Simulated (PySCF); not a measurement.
A survey of $^{17}$O NMR shifts

Level of theory: shielding tensors at PBE0/pcSseg-1 (GIAO), structure optimised with GFN2-xTB, in PySCF (averaged over atoms made equivalent by symmetry, fast rotation or ring inversion, one conformer, no solvent model, non-relativistic Hamiltonian).

Shieldings were converted by a linear fit to measured shifts: $^{17}$O: δ = 266.70 − 0.911σ (rms 10.7 ppm, 155 shifts, 12.2 ppm with the 3 outliers that the fit left out vs liquid water, solution or neat liquid). A few per cent of atoms miss by over 2 rms, more outside the fitted compound classes.

Task: Give the $^{17}$O shifts of `CC[P@@](=O)(O)C1=CCCC1`, `CC(=O)CP1CCOCC1`, `CSC[P@@H](=O)CC(C)C`, `C=CC(=O)OC`, `C=COC(C)=O`.

Result: 
| compound | environment | δ (ppm) |
| --- | --- | --- |
| [CH3:1][CH2:2][P@@:3](=[O:4])([OH:5])[C:6]1=[CH:7][CH2:8][CH2:9][CH2:10]1 | O4: P=O oxygen | 77.9 |
| [CH3:1][CH2:2][P@@:3](=[O:4])([OH:5])[C:6]1=[CH:7][CH2:8][CH2:9][CH2:10]1 | O5: oxygen bonded to P, H | 61.8 |
| [CH3:1][C:2](=[O:3])[CH2:4][P:5]1[CH2:6][CH2:7][O:8][CH2:9][CH2:10]1 | O3: ketone oxygen | 582.1 |
| [CH3:1][C:2](=[O:3])[CH2:4][P:5]1[CH2:6][CH2:7][O:8][CH2:9][CH2:10]1 | O8: ether oxygen | 8.4 |
| CSC[P@@H](=O)CC(C)C | P=O oxygen | 26.9 |
| [CH2:1]=[CH:2][C:3](=[O:4])[O:5][CH3:6] | O4: ester carbonyl oxygen | 334.2 |
| [CH2:1]=[CH:2][C:3](=[O:4])[O:5][CH3:6] | O5: ester alkoxy oxygen | 137.9 |
| [CH2:1]=[CH:2][O:3][C:4]([CH3:5])=[O:6] | O6: ester carbonyl oxygen | 368.8 |
| [CH2:1]=[CH:2][O:3][C:4]([CH3:5])=[O:6] | O3: ester alkoxy oxygen | 197.4 |
